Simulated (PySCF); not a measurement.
# Electron correlation in O²⁺ (oxygen, charge +2)

[He] 2s1 2p3, high-spin 5S determinant (an excited configuration). All numbers are calculated (PySCF 2.14, the non-relativistic Hamiltonian (point nucleus), in dyall-av2z (11s7p2d, 42 functions)). Frozen: 1s2; 4 electrons correlated; the 8 highest virtual orbitals of each spin left out.

```json
{"level": "CCSD", "correlation energy (mhartree)": "-27.49"}
{"level": "(T)", "correlation energy (mhartree)": "-0.08"}
{"level": "CCSD(T)", "correlation energy (mhartree)": "-27.57"}
```

Diagnostics: T1 = 0.0014, D1 = 0.0022, largest double amplitude 0.015.

Cost of the coupled-cluster step: about 0.4 core-seconds, for 4 correlated electrons.

Iterations:

```
CC2 = 0
CCSD nocc = (np.int64(4), np.int64(0)), nmo = (33, 33)
frozen orbitals [[0, 34, 35, 36, 37, 38, 39, 40, 41], [0, 34, 35, 36, 37, 38, 39, 40, 41]]
max_cycle = 100
direct = 0
conv_tol = 1e-08
conv_tol_normt = 1e-06
diis_space = 8
diis_start_cycle = 0
Init t2, MP2 energy = -0.0233244375999314
Init E_corr(UCCSD) = -0.0233244376025297
cycle = 1  E_corr(UCCSD) = -0.0268049492983558  dE = -0.0034805117  norm(t1,t2) = 0.00956429
cycle = 2  E_corr(UCCSD) = -0.0273693287189416  dE = -0.000564379421  norm(t1,t2) = 0.00193834
cycle = 3  E_corr(UCCSD) = -0.0274958821252127  dE = -0.000126553406  norm(t1,t2) = 0.000470254
cycle = 4  E_corr(UCCSD) = -0.027490390097867  dE = 5.49202735e-06  norm(t1,t2) = 3.86418e-05
cycle = 5  E_corr(UCCSD) = -0.0274904236961604  dE = -3.35982934e-08  norm(t1,t2) = 1.41209e-06
cycle = 6  E_corr(UCCSD) = -0.0274904208269733  dE = 2.86918708e-09  norm(t1,t2) = 6.66566e-08
UCCSD converged
E(UCCSD) = -72.92950306135972  E_corr = -0.02749042082697335
UCCSD(T) correction = -7.61920934721045e-05
```
